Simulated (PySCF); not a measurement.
# What a mistake does to a calculation on CH8OSi2

Calculated results; nothing here was measured. They come from PySCF 2.14.0, an open-source quantum chemistry program, on an isolated molecule that a program drew, which may never have been made. The molecule is CH8OSi2 (charge 0, singlet), drawn as the SMILES string `C[SiH](O)[SiH3]`.

Each row is a Hartree-Fock (HF) and frozen-core CCSD(T) single point in the cc-pV(D+d)Z basis, meant for a local HF minimum. Run 1 is clean. Each other run has one planted mistake out of seven kinds, and not every kind appears here: one electron removed, one electron added, multiplicity raised by two, geometry at a saddle point, minimal basis STO-3G, one bond length entered in bohr, all coordinates scaled. The reference is restricted for singlets and unrestricted otherwise, and also for a bond in bohr. Adding or removing an electron swaps singlet and doublet. Electrons count all cores. HOMO and LUMO are orbital energies over both spins, the gradient is its largest component, and the lowest frequency (negative if imaginary) is given only where the gradient is small. Bond lengths are over the 11 bonds as drawn. T1 is the CCSD diagnostic: over 0.02 (restricted) or 0.045 (unrestricted) a single reference is doubtful.

Geometry of the clean run:
```xyz
12
CH8OSi2, angstrom
C     1.6730   -0.1337    0.9835
Si    0.2728    0.2210   -0.2027
O     0.0929   -1.1389   -1.1397
Si    0.7065    2.1141   -1.5620
H     2.6043   -0.3207    0.4430
H     1.8330    0.7098    1.6613
H     1.4455   -1.0174    1.5856
H    -0.9792    0.4831    0.5563
H    -0.5976   -1.1642   -1.7845
H     0.7574    3.3516   -0.7418
H     1.9999    1.9754   -2.2784
H    -0.3667    2.2787   -2.5778
```

| run | electrons | basis functions | <S^2> | HOMO (eV) | LUMO (eV) | gradient (hartree/bohr) | lowest frequency (cm^-1) | mean bond (Å) | longest bond (Å) | T1 | HF (hartree) | CCSD(T) (hartree) | mistake |
|---|---|---|---|---|---|---|---|---|---|---|---|---|---|
| 1 | 50 | 114 | 0.000 | -10.33 | 3.53 | 3.6e-05 | 102 | 1.4610 | 2.371 | 0.0116 | -695.31398 | -695.92756 | no fault |
| 2 | 51 | 114 | 0.758 | 2.45 | 8.55 | 5.4e-02 | - | 1.4610 | 2.371 | 0.0154 | -695.20309 | -695.83966 | one electron added |
| 3 | 50 | 114 | 0.958 | -8.32 | 1.74 | 1.4e-02 | - | 1.5953 | 3.139 | 0.0239 | -695.17729 | -695.75592 | one bond length entered in bohr |
| 4 | 49 | 114 | 0.762 | -17.27 | -8.06 | 9.8e-02 | - | 1.4610 | 2.371 | 0.0233 | -694.97624 | -695.57777 | ? |

**Which mistake was planted in run 4, and what did it cost?**

It counts 49 electrons, one fewer than the clean run, at the same geometry and basis. So the mistake is: one electron removed. Subtracting run 1 and multiplying by 627.51 kcal/mol a hartree, the energy moved by 211.9 kcal/mol in HF and 219.5 kcal/mol in CCSD(T).

Cautions from the logs. Run 2: the HOMO is above zero, so the electron isn't bound and the energy depends on the basis.
